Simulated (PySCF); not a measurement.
Cartesian coordinates in Å; atom numbers follow the order of the lines, from 1:
```xyz
16

C    -0.7188    1.7460    0.3622
N    -0.3971    0.3203    0.3196
C    -1.4985   -0.5068   -0.1635
B     1.0308    0.0489   -0.5381
N     2.0967    0.8326    0.1513
H     0.1829    2.2724    0.7024
H    -0.9633    2.0796   -0.6559
H    -1.5685    1.9538    1.0319
H    -0.1455    0.0287    1.2659
H    -2.4123   -0.3597    0.4337
H    -1.1949   -1.5609   -0.1334
H    -1.7020   -0.2404   -1.2099
H     0.7324    0.4360   -1.6707
H     1.1465   -1.1768   -0.4597
H     2.8276    0.2837    0.5889
H     2.5376    1.5556   -0.4050
```

Geometry: PBE0-D3(BJ)/def2-SVP; GIAO shifts from PySCF 2.14, gas phase, non-relativistic, averaged over equivalent atoms.

At HF/pcSseg-1 (140 basis functions, 5.5 s wall time on 1 thread of an Arm Neoverse V1, shared host):
```tsv
atoms	δ (ppm)
C1/C3	35.0
N2	50.1
N5	12.7
B4	-1.7
H6/H7/H8/H10/H11/H12	2.38
H13/H14	2.21
H9	1.18
H15/H16	0.11
```

δ = σ(ref) − σ, references computed at the same level: TMS for $^{13}$C (σ = 190.85 ppm), $^{1}$H (σ = 31.69 ppm); NH3 for $^{15}$N (σ = 265.72 ppm); $^{11}$B (σ = 115.29 ppm) against BF3·OEt2.

Question: Predict the values at KT2/pcSseg-1 on the same geometry.

Answer: 
| atoms | δ at KT2/pcSseg-1 | change |
| --- | --- | --- |
| C1/C3 | 37.2 | +2.2 |
| N2 | 74.5 | +24.4 |
| N5 | 29.6 | +16.9 |
| B4 | -6.2 | -4.5 |
| H6/H7/H8/H10/H11/H12 | 2.37 | -0.01 |
| H13/H14 | 2.60 | +0.39 |
| H9 | 1.16 | -0.02 |
| H15/H16 | 0.38 | +0.27 |

Shifts are taken against calculated references (same method and geometry level): $^{13}$C (σref 183.22) and $^{1}$H (σref 31.18) against TMS; $^{15}$N (σref 264.30) vs NH3; $^{11}$B (σref 99.90) vs BF3·OEt2.

The largest change is at N2 (donor nitrogen of a Lewis adduct). Cost: 140 basis functions, 19 s wall time on 1 thread of an Arm Neoverse V1, shared host.

Experimental scales use liquid or dissolved standards, which lie at an offset from isolated NH3 (liquid NH3: subtract about 20 ppm).
